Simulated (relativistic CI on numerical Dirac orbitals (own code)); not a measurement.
**Os4+: L2,3 absorption edge**

Computed with this model: Dirac-Coulomb-Breit CI, separate exchange-only KLI orbitals for each configuration, QED by a radiative potential, valence Slater integrals scaled by 0.9, multiplet model of core-to-valence dipole absorption; configurations [Xe] 4f14 5d4 → [He] 2s2 2p5 3s2 3p6 3d10 4s2 4p6 4d10 4f14 5s2 5p6 5d5; 80 K; Lorentzian 7.5 eV and Gaussian 1 eV FWHM. Energies are those of the free ion, without screening or charge transfer. The branching ratio is the share of the lower-energy edge in the whole absorption, uncertain by about 0.02 where the edges overlap. S is read from ⟨S²⟩ = S(S + 1).

Computed curve for free ion, scaled to 100 at the maximum (points under 2 are left out and the grid is thinned):

Energy (eV), Intensity and a bar:
```
  10847.0        2.0 
  10848.0        2.2 
  10849.5        2.4 
  10850.5        2.6 
  10851.5        2.9 
  10853.0        3.3 
  10854.0        3.6 
  10855.0        4.0 #
  10856.5        4.6 #
  10857.5        5.2 #
  10858.5        5.8 #
  10860.0        7.1 ##
  10861.0        8.1 ##
  10862.0        9.4 ##
  10863.5       11.9 ###
  10864.5       14.2 ####
  10865.5       17.1 #####
  10866.5       21.0 ######
  10868.0       29.4 #########
  10869.0       37.6 ###########
  10870.0       48.4 ##############
  10871.5       69.5 #####################
  10872.5       84.3 ##########################
  10873.5       95.8 #############################
  10875.0       98.5 ##############################
  10876.0       88.9 ###########################
  10877.0       74.2 ######################
  10878.5       52.3 ################
  10879.5       40.8 ############
  10880.5       31.9 #########
  10882.0       22.6 ######
  10883.0       18.3 #####
  10884.0       15.1 ####
  10885.5       11.6 ###
  10886.5        9.9 ##
  10887.5        8.5 ##
  10889.0        6.9 ##
  10890.0        6.1 #
  10891.0        5.4 #
  10892.5        4.6 #
  10893.5        4.1 #
  10894.5        3.7 #
  10896.0        3.2 
  10897.0        3.0 
  10898.0        2.7 
  10899.0        2.5 
  10900.5        2.2 
  10901.5        2.1 
  12385.0        2.5 
  12386.5        3.7 #
  12387.5        4.8 #
  12388.5        6.1 #
  12390.0        7.9 ##
  12391.0        8.2 ##
  12392.0        7.8 ##
  12393.5        6.1 #
  12394.5        4.9 #
  12395.5        3.8 #
  12397.0        2.7 
  12398.0        2.1
```

The ground state has S = 1.76, and the centroid lies at 10987.61 eV.
